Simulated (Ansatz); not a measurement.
Consider the cleavage of the Si–Ge bond: `C[NH][GeH2][SiH3]` + `CO[SiH](O)F` → `CO[SiH](F)O[SiH3]` + `C[NH][GeH3]`.

Gas-phase electronic energies from Ansatz, PBE0-D4/def2-TZVP geometries. CBS: MP2 limit from def2 TZ/QZ plus the TZ coupled-cluster correction, frozen cores. Functionals use def2-TZVPP. For Ge outer-core shells are correlated without core-valence functions, which leaves a few kJ/mol of doubt a bond. Scalar relativity is left out up to krypton. One conformer a species, not always the lowest.

```json
{"level": "PBE0-D4", "ΔE (eV)": "-0.76"}
{"level": "PBE0", "ΔE (eV)": "-0.77"}
{"level": "MP2/def2-QZVPP", "ΔE (eV)": "-0.99"}
{"level": "SCS-MP2/def2-QZVPP", "ΔE (eV)": "-1.05"}
```

Problem. What does CCSD(T)/CBS give? (An estimate is asked.)

Solution. Ansatz gave: -0.93 eV. The listed levels differ from it by 0.17, 0.16, -0.06, -0.12 eV.

Largest T1 diagnostic among the species: 0.012.

In def2-TZVPP, CCSD(T) changes the Hartree–Fock value by +0.31 eV (the triples alone add +0.04 eV) and MP2 by +0.27 eV. From PBE to PBE0 (25 % exact exchange), in def2-TZVPP and without D4, ΔE moves by −0.10 eV.
